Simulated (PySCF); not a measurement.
Se(H)(OSiH3) (H₄OSeSi), SMILES [SeH]O[SiH3]. Atoms are numbered in the order given.

```xyz
7

Se    -0.7420     0.2045     0.7661
H     -1.7264    -0.7399     0.1915
O      0.7351    -0.5999     0.0513
Si     1.2120    -0.1049    -1.4890
H      0.1552    -0.4171    -2.4984
H      2.4456    -0.8873    -1.7771
H      1.5037     1.3582    -1.5270
```
Charge 0, spin multiplicity 1.

Geometry optimised at r2SCAN-D4/def2-SVP. The values are those of a single conformer.

Calculation: PySCF with CAM-B3LYP/def2-TZVPD.

ESP charges are fitted to the potential on shells at 1.4 to 2.0 van der Waals radii. Atomic charges (e):

| atom | ESP fit | IAO |
|---|---|---|
| Se1 | 0.00 | 0.31 |
| H2 | … | 0.04 |
| O3 | … | -0.80 |
| Si4 | 0.41 | 0.89 |
| H5 | … | -0.16 |
| H6 | … | -0.14 |
| H7 | … | -0.15 |

Some entries are withheld; supply them. (The exact figures need the calculation; the answer reports its results.)


- H2, ESP fit: 0.13
- O3, ESP fit: -0.30
- H5, ESP fit: -0.10
- H6, ESP fit: -0.06
- H7, ESP fit: -0.07
